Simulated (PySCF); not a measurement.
Be(Br)(SH) (BeBrHS), SMILES [SH][Be][Br].

Geometry optimised at PBE0-D3(BJ)/def2-TZVP. The values are those of a single conformer.

Computed with PBE0-D3(BJ)/def2-TZVP (PySCF 2.14.0).

Frequencies are harmonic and unscaled.

Computed vibrational spectrum:
```csv
mode,ν (cm⁻¹),IR (km/mol),Raman (Å⁴/amu),depolarisation,moving atoms (share of kinetic energy)
1,189,27.9,0.2,0.37,"Be 80 %, H 12 %"
2,220,23.0,0.2,0.75,Be 91 %
3,307,0.8,7.7,0.12,"S 63 %, Br 32 %"
4,635,0.3,0.8,0.73,"H 84 %, Be 11 %"
5,1021,352.5,0.3,0.38,Be 90 %
6,2696,4.1,107.0,0.24,H 97 %
```
